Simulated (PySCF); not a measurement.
Ga(Me)3 (C3H9Ga), SMILES [CH3][Ga]([CH3])[CH3]. Atoms are numbered in the order given.

```xyz
13

Ga    -0.0003     0.0002     0.0004
C     -1.3598    -1.4203    -0.1548
H     -1.3901    -1.8007    -1.1907
H     -2.3651    -1.0160     0.0538
H     -1.1832    -2.2735     0.5177
C     -0.1808     1.6576    -1.0534
H      0.7248     1.8285    -1.6604
H     -0.2662     2.5262    -0.3774
H     -1.0530     1.6597    -1.7246
C      1.5411    -0.2376     1.2076
H      2.2216     0.6271     1.2277
H      2.1231    -1.1265     0.9080
H      1.1949    -0.4299     2.2378
```
Charge 0, spin multiplicity 1.

The structure is a stationary point at r2SCAN-D4/def2-SVP. The isomer is the one that the SMILES or the coordinates give; other isomers of the formula were not compared.

Level of theory: PySCF with PBE0/pcSseg-1.

GIAO shieldings, no solvent; atoms alike by connectivity are averaged. δ = σ(ref) − σ: ¹³C against TMS (σ = 186.3 ppm); ¹H against TMS (σ = 31.56 ppm), references at their B3LYP-D3(BJ)/def2-TZVP geometries, non-relativistic.

| nucleus | atoms | count | δ (ppm) |
|---|---|---|---|
| ¹³C | C2, C6, C10 | 3 | 1.5 |
| ¹H | H3, H4, H5, H7, H8, H9, H11, H12, H13 | 9 | 0.43 |
